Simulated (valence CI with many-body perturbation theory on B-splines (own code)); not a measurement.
Ar XIII: E2, M1 decay

Computed by valence CI with perturbative core correlation (CI+MBPT): four valence electrons over a frozen Dirac-Fock core [He], a basis of 11 s, 11 p, 9 d, 7 f, 5 g, 2 h, 1 i functions for each j, with the one-electron correlation potential Σ1 (screened to all orders), the two-electron term Σ2, the three-electron term Σ3, Breit, model QED; selected single and double excitations, second order for the rest, scaled by the run's own slope (own B-spline code, finite nucleus).

No measured spectrum was set against this ion. As an estimate, levels of excited configurations hold to 0.05 to 0.15 % of their energy, terms of the ground configuration to about 0.5 %. Among the levels kept, up to 280 cm⁻¹ of a level comes from second order outside the variational space, and about a tenth of that is noise between levels of different J, which matters for small intervals.

Lines 1 to 11 of 11 in falling wavelength, among levels below 33.328 Ry, chosen from the decays that carry over 1 % of a level's rate. Wavelengths and rates use the calculated energies, so an error of 300 cm⁻¹ moves a line at 158.0 nm by 0.47 % and its rate by three times that or more. Electric multipoles are in the length gauge, E1 and E2 with the static RPA response of the core. S is in atomic units (e²a₀⁴ for E2 and M2, e²a₀⁶ for E3), for M1 in squared Bohr magnetons. Weak lines are less certain than strong ones. Lines between different terms over intervals too small for the method are left out, as are lines whose strength nearly cancels.

Names give the largest LS component (configuration and term), which can be under half, so a name can repeat, a term be missing and a line seem to break the LS rules; names also repeat where a configuration has a term twice.

| λ vac (nm) | Upper | Lower | Type | A (s⁻¹) | S (a.u.) |
| --- | --- | --- | --- | --- | --- |
| 1015 | 2s²2p² ³P_1 | 2s²2p² ³P_0 | M1 | 1.70e+01 | 1.98e+00 |
| 834.2 | 2s²2p² ³P_2 | 2s²2p² ³P_1 | M1 | 2.27e+01 | 2.44e+00 |
| 158.0 | 2s²2p² ¹D_2 | 2s²2p² ³P_2 | M1 | 2.70e+02 | 1.97e-01 |
| 132.8 | 2s²2p² ¹D_2 | 2s²2p² ³P_1 | M1 | 1.56e+02 | 6.76e-02 |
| 65.56 | 2s²2p² ¹S_0 | 2s²2p² ³P_1 | M1 | 3.14e+03 | 3.28e-02 |
| 3.164 | 2s²2p3p ¹P_1 | 2s²2p² ¹D_2 | E2 | 1.45e+08 | 1.23e-02 |
| 3.072 | 2s²2p3p ³D_3 | 2s²2p² ³P_2 | E2 | 1.35e+08 | 2.30e-02 |
| 3.069 | 2s2p²3p ⁵D°_0 | 2s2p³ ⁵S°_2 | E2 | 1.52e+08 | 3.70e-03 |
| 3.063 | 2s2p²3p ⁵D°_2 | 2s2p³ ⁵S°_2 | E2 | 1.45e+08 | 1.74e-02 |
| 3.056 | 2s2p²3p ⁵D°_3 | 2s2p³ ⁵S°_2 | E2 | 1.47e+08 | 2.44e-02 |
| 3.047 | 2s2p²3p ⁵D°_4 | 2s2p³ ⁵S°_2 | E2 | 1.54e+08 | 3.25e-02 |
